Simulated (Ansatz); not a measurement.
Geometry optimisation, Ansatz, RKS PBE0/def2-SVP.

Input:

```yaml
crystal:
  periodic: [false, false, false]
  atoms:
    - { symbol: C, position_ang: [-0.6794, -0.1907, 1.9822] }
    - { symbol: C, position_ang: [-0.2739, -0.0618, 0.5421] }
    - { symbol: C, position_ang: [0.6336, -0.9029, 0.0608] }
    - { symbol: C, position_ang: [1.1876, -0.8035, -1.3553] }
    - { symbol: Al, position_ang: [0.0781, 0.6738, -2.0952] }
    - { symbol: C, position_ang: [-0.8579, 0.9874, -0.38] }
    - { symbol: H, position_ang: [0.1596, 0.0229, 2.656] }
    - { symbol: H, position_ang: [-1.1231, -1.132, 2.1593] }
    - { symbol: H, position_ang: [-1.4975, 0.6393, 2.2241] }
    - { symbol: H, position_ang: [1.1057, -1.659, 0.7446] }
    - { symbol: H, position_ang: [0.8643, -1.7548, -1.8679] }
    - { symbol: H, position_ang: [2.2204, -0.5927, -1.3864] }
    - { symbol: H, position_ang: [0.7956, 1.9282, -2.7773] }
    - { symbol: H, position_ang: [-0.6857, 2.0066, 0.0206] }
    - { symbol: H, position_ang: [-1.9492, 0.7885, -0.4982] }
basis:
  gaussian: { orbitals: def2-SVP }
hamiltonian:
  xc: pbe0
relax:
  f_tol: 0.02
  max_steps: 40
```

Launched with:

```bash
$ ansatz run input.yaml --threads 2 --pin off --max-ram 3072MiB --backend cpu --events-out ev --progress --plain --runs-dir out
```

Where does it end, and by what steps?

The run converged. The force dipped under the threshold on the way, but the program's further checks kept it going. After 22 steps the energy has fallen by 1.103 eV; H9 moved furthest, 1.00 Å.

| step | energy less start (eV) | largest force component (eV/Å) | accepted |
| --- | --- | --- | --- |
| 0 | 0.0000 | 3.749 | yes |
| 1 | -0.7787 | 1.234 | yes |
| 2 | -0.9218 | 0.430 | yes |
| 3 | -0.9604 | 0.206 | yes |
| 4 | -0.9788 | 0.144 | yes |
| 5 | -0.9725 | 0.273 | no |
| 6 | -0.9882 | 0.053 | yes |
| 7 | -0.9912 | 0.039 | yes |
| 8 | -0.9441 | 0.949 | no |
| 9 | -0.9928 | 0.069 | yes |
| 10 | -0.9957 | 0.067 | yes |
| 11 | -0.9986 | 0.190 | yes |
| 12 | -0.9987 | 0.378 | yes |
| 13 | -1.0094 | 0.341 | yes |
| 14 | -1.0485 | 0.131 | yes |
| 15 | -1.0735 | 0.450 | yes |
| 16 | -1.0973 | 0.120 | yes |
| 17 | -1.0847 | 0.415 | no |
| 18 | -1.1010 | 0.072 | yes |
| 19 | -1.1029 | 0.014 | yes |
| 20 | -1.1031 | 0.037 | yes |
| 21 | -1.1031 | 0.030 | no |
| 22 | -1.1033 | 0.008 | yes |

```xyz
15
Properties=species:S:1:pos:R:3
C -0.788 -0.208 1.951
C -0.231 -0.054 0.568
C 0.605 -0.964 0.023
C 1.175 -0.830 -1.367
Al 0.319 0.856 -1.905
C -0.641 1.175 -0.221
H -0.510 0.651 2.585
H -0.433 -1.127 2.442
H -1.891 -0.232 1.930
H 0.881 -1.842 0.625
H 0.925 -1.705 -1.997
H 2.281 -0.804 -1.353
H 0.378 1.693 -3.258
H -0.350 2.100 0.313
H -1.742 1.242 -0.308
```

The run took 3.1 min on 2 threads of Arm Neoverse N1, with other jobs on the host, peak memory 0.38 GiB.
